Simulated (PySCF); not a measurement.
# Computed properties of 1-bromo-3-fluoropropa-1,2-diene (C₃H₂BrF), SMILES FC=C=CBr

1-bromo-3-fluoropropa-1,2-diene (C3H2BrF), SMILES FC=C=CBr. The structure is a stationary point at ωB97X-D3(BJ)/def2-SVP. The values are those of a single conformer. All values are computed for the isolated molecule unless a solvent is named; none is compared with measurement here.

**Structure.** All 15 harmonic modes at ωB97X-D3(BJ)/def2-SVP (PySCF) are real, so it is a minimum. With heavy atoms numbered as in [F:1][CH:2]=[C:3]=[CH:4][Br:5], the shortest bond between them is C3–C4 at 1.305 Å and the longest C4–Br5 at 1.887 Å.

**Vibrations.** The strongest infrared lines (harmonic, unscaled, degenerate partners summed) lie at 2127 cm⁻¹ (156 km/mol, C 98 %), 1199 cm⁻¹ (139 km/mol, H 66 %, C 20 %, F 13 %), 1068 cm⁻¹ (92 km/mol, C 64 %, H 19 %, F 17 %). The softest mode is at 104 cm⁻¹ and the zero-point energy is 25.3 kcal/mol.

**Electronic structure.** ωB97X/def2-TZVP (PySCF) places the frontier levels at -10.02 and 1.16 eV, a gap of 11.18 eV, and gives a dipole moment of 1.53 D and a mean polarisability of 58.8 bohr³. PBE/def2-TZVP (PySCF) at the same geometry gives -6.57 and -1.99 eV, so its gap is 6.60 eV narrower. An orbital gap is neither the optical nor the fundamental gap.

**Excitations.** TDA-CAM-B3LYP/def2-SVPD (PySCF) has S1 at 5.09 eV (243 nm, f = 0.001, dark); the most intense of the 10 singlets computed lies at 7.15 eV (f = 0.74). T1 (TDA) is at 4.03 eV, 1.06 eV under S1. TDA-PBE/def2-SVPD (PySCF) puts S1 at 4.72 eV. No vertical singlet excitation falls in the visible range (under 3.1 eV).

**NMR.** GIAO shifts at KT2/pcSseg-1 (PySCF) (non-relativistic, atoms alike by connectivity averaged): ¹³C from 103.6 to 198.7 ppm against TMS; ¹H from 7.0 to 7.8 ppm against TMS; ¹⁹F at -169.7 ppm against CFCl3. Without spin–orbit terms, shifts of atoms bonded to Cl or Br come out too high.

**Solvation.** SMD-ωB97X/def2-SVP (PySCF) gives -0.5 kcal/mol in water, -3.8 kcal/mol in 2-propanol, -3.7 kcal/mol in tetrahydrofuran (1 M in both phases, gas-phase geometry); of these solvents 2-propanol holds the molecule best.
